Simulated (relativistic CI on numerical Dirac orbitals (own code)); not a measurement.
Computed by Dirac-Coulomb-Breit CI, KLI orbitals optimised for each configuration, model QED (radiative potential, 1s self-energy scaled to tabulated hydrogen-like ionisation energies), unscaled Slater integrals (own radial code, finite nucleus).

Configurations in the expansion: 1s², 1s2s, 1s2p, 1s3s, 1s3p, 1s3d, 1s4s, 1s4p, 1s4d, 1s4f, 1s5s, 1s5p, 1s5d, 1s5f, 1s5g, 1s6s, 1s6p, 1s6d, 2s². Levels of other configurations are missing.

At this charge energies of transitions that change n are usually good to better than 1 %, and those within a shell (Δn = 0) to a few per cent.

Outline of the computed level scheme of Re LXXIV. Lowest level of each configuration: 1s² ¹S0 at 0.0 eV; 1s2s ³S1 at 60745.2 eV; 1s2p ³P°1 at 60862.7 eV; 1s3s ³S1 at 72523.5 eV; 1s3p ³P°1 at 72554.8 eV; 1s3d ³D2 at 73063.1 eV; 1s4s ³S1 at 76559.6 eV; 1s4p ³P°1 at 76572.1 eV; 1s4d ³D2 at 76785.0 eV.

Some strong electric-dipole decays among the lowest 27 levels: 1s2p ¹P°1 → 1s² ¹S0 (2.4e+16 s⁻¹); 1s2p ³P°1 → 1s² ¹S0 (1.3e+16 s⁻¹); 1s3p ¹P°1 → 1s² ¹S0 (6.7e+15 s⁻¹); 1s3p ³P°1 → 1s² ¹S0 (3.1e+15 s⁻¹); 1s4p ¹P°1 → 1s² ¹S0 (2.8e+15 s⁻¹); 1s3d ³D3 → 1s2p ³P°2 (1.9e+15 s⁻¹); 1s3d ³D2 → 1s2p ³P°1 (1.8e+15 s⁻¹); 1s3d ¹D2 → 1s2p ¹P°1 (1.7e+15 s⁻¹).

LS names give the leading component of a level, which can be under half, so a name can repeat, a term be missing and a line seem to break the LS rules.
